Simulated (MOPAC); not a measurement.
MOPAC input (PM7):

```
PM7 1SCF UHF MS=0.5 GEO-OK AUX(PRECISION=9) THREADS=1
CH2NO

N    -1.07507719 1    0.23822819 1    0.43303185 1
C     0.23242619 1    0.27986572 1   -0.02358309 1
O     0.90154781 1   -0.66954360 1   -0.33390847 1
H    -1.71882519 1    0.69123646 1   -0.22418744 1
H     0.63742601 1    1.31832075 1    0.00573087 1
```

Output:

```
 *******************************************************************************
 **                                                                           **
 **                              MOPAC v23.2.5                                **
 **                                                                           **
 *******************************************************************************
 ** MOPAC's Digital Object Identifier: https://doi.org/10.5281/zenodo.6511958 **
 **                                                                           **
 ** Please cite the open-source release paper for use of this MOPAC version:  **
 ** J. E. Moussa and J. J. P. Stewart (2026)                                  **
 ** MOPAC: An open-source semiempirical molecular orbital program             **
 ** J. Open Source Softw., 11(119), 8025, https://doi.org/10.21105/joss.08025 **
 *******************************************************************************

                              PM7 CALCULATION RESULTS

 *******************************************************************************
 *  PM7        - The PM7 Hamiltonian to be used
 *  GEO-OK     - OVERRIDE INTERATOMIC DISTANCE AND OTHER SAFETY CHECKS
 *  UHF        - UNRESTRICTED HARTREE-FOCK CALCULATION
 *  MS=        - IN MECI, MAGNETIC COMPONENT OF SPIN =  0.5
 *  1SCF       - DO 1 SCF AND THEN STOP
 *  AUX        - OUTPUT AUXILIARY INFORMATION
 *******************************************************************************
PM7 1SCF UHF MS=0.5 GEO-OK AUX(PRECISION=9) THREADS=1
 CH2NO

   ATOM   CHEMICAL          X               Y               Z
  NUMBER   SYMBOL      (ANGSTROMS)     (ANGSTROMS)     (ANGSTROMS)

     1       N         -1.07507719  *   0.23822819  *   0.43303185  *
     2       C          0.23242619  *   0.27986572  *  -0.02358309  *
     3       O          0.90154781  *  -0.66954360  *  -0.33390847  *
     4       H         -1.71882519  *   0.69123646  *  -0.22418744  *
     5       H          0.63742601  *   1.31832075  *   0.00573087  *

          CARTESIAN COORDINATES

    NO.       ATOM           X           Y           Z

     1         N         -1.0751      0.2382      0.4330
     2         C          0.2324      0.2799     -0.0236
     3         O          0.9015     -0.6695     -0.3339
     4         H         -1.7188      0.6912     -0.2242
     5         H          0.6374      1.3183      0.0057

 General Reference for PM7:
 "Optimization of Parameters for Semiempirical Methods VI: More Modifications to the
 NDDO Approximations and Re-optimization of Parameters", J. J. P. Stewart, J. Mol. Mod., 1:32, 19 (2013)
 https://link.springer.com/article/10.1007/s00894-012-1667-x

           Empirical Formula: C H2 N O  =     5 atoms

      MOLECULAR POINT GROUP   :   C1

          UHF CALCULATION, NO. OF ALPHA ELECTRONS =    9
                           NO. OF BETA  ELECTRONS =    8

 -------------------------------------------------------------------------------
 PM7 1SCF UHF MS=0.5 GEO-OK AUX(PRECISION=9) THREADS=1
 CH2NO

     1SCF WAS SPECIFIED, SO BFGS WAS NOT USED
     SCF FIELD WAS ACHIEVED

                              PM7 CALCULATION
                                                       MOPAC v23.2.5 Linux

          FINAL HEAT OF FORMATION =         11.49601 KCAL/MOL =      48.09929 KJ/MOL

          COSMO AREA              =         73.89 SQUARE ANGSTROMS
          COSMO VOLUME            =         55.11 CUBIC ANGSTROMS

          IONIZATION POTENTIAL    =         10.676431 EV
          ALPHA SOMO LUMO (EV)    =        -10.927  0.174
          BETA  SOMO LUMO (EV)    =        -10.676 -1.349
          NO. OF ALPHA ELECTRONS  =          9
          NO. OF BETA  ELECTRONS  =          8
          MOLECULAR WEIGHT        =         44.0329         POINT GROUP:  C1

          MOLECULAR DIMENSIONS (Angstroms)

            Atom       Atom       Distance
            H     4    O     3     2.95468
            H     5    N     1     1.79057
            N     1    H     4     0.64646

          SCF CALCULATIONS        =          1

   ATOM   CHEMICAL          X               Y               Z
  NUMBER   SYMBOL      (ANGSTROMS)     (ANGSTROMS)     (ANGSTROMS)

     1       N         -1.07507719  *   0.23822819  *   0.43303185  *
     2       C          0.23242619  *   0.27986572  *  -0.02358309  *
     3       O          0.90154781  *  -0.66954360  *  -0.33390847  *
     4       H         -1.71882519  *   0.69123646  *  -0.22418744  *
     5       H          0.63742601  *   1.31832075  *   0.00573087  *

                             CARTESIAN COORDINATES

   1    N       -1.075077190     0.238228190     0.433031850
   2    C        0.232426190     0.279865720    -0.023583090
   3    O        0.901547810    -0.669543600    -0.333908470
   4    H       -1.718825190     0.691236460    -0.224187440
   5    H        0.637426010     1.318320750     0.005730870

           Empirical Formula: C H2 N O  =     5 atoms

      MOLECULAR POINT GROUP   :   C1

          ALPHA EIGENVALUES
 -35.91420 -31.34786 -22.31428 -18.37026 -16.25494 -15.20836 -13.11135 -12.39544
 -10.92722   0.17382   2.42850   3.79290   4.39937   4.89372

           BETA EIGENVALUES
 -34.01923 -31.08429 -21.81466 -17.92584 -15.73858 -14.93526 -12.22560 -10.67643
  -1.34909   0.28602   2.97041   3.98201   4.60253   5.29526

              NET ATOMIC CHARGES AND DIPOLE CONTRIBUTIONS

  ATOM NO.   TYPE          CHARGE      No. of ELECS.   s-Pop       p-Pop
    1          N          -0.399165        5.3992     1.77411     3.62505
    2          C           0.378046        3.6220     1.12326     2.49869
    3          O          -0.391546        6.3915     1.88134     4.51021
    4          H           0.272389        0.7276     0.72761
    5          H           0.140277        0.8597     0.85972
 DIPOLE           X         Y         Z       TOTAL
 POINT-CHG.    -1.032     3.103    -0.535     3.314
 HYBRID        -0.036     0.043    -0.721     0.723
 SUM           -1.067     3.146    -1.255     3.551

          ATOMIC ORBITAL ELECTRON POPULATIONS

     Atom    s        px        py        pz
    1  N   1.77411   1.15384   1.06384   1.40738
    2  C   1.12326   0.84579   0.94297   0.70993
    3  O   1.88134   1.64044   1.48006   1.38971
    4  H   0.72761
    5  H   0.85972

                    (SZ)    =    0.500000
                    (S**2)  =    0.760139

          ATOMIC ORBITAL SPIN POPULATIONS

    Atom   Total    s     px     py     pz
         Atomic
    1  N  1.0479  0.022  0.094  0.799  0.134
    2  C -0.0756 -0.010 -0.036 -0.014 -0.016
    3  O  0.0198 -0.001 -0.009  0.031 -0.001
    4  H -0.0396 -0.040
    5  H  0.0476  0.048

 **********************
 *                    *
 * JOB ENDED NORMALLY *
 *                    *
 **********************

 == MOPAC DONE ==
```

The geometry given is a B3LYP-D3(BJ)/def2-TZVP minimum.
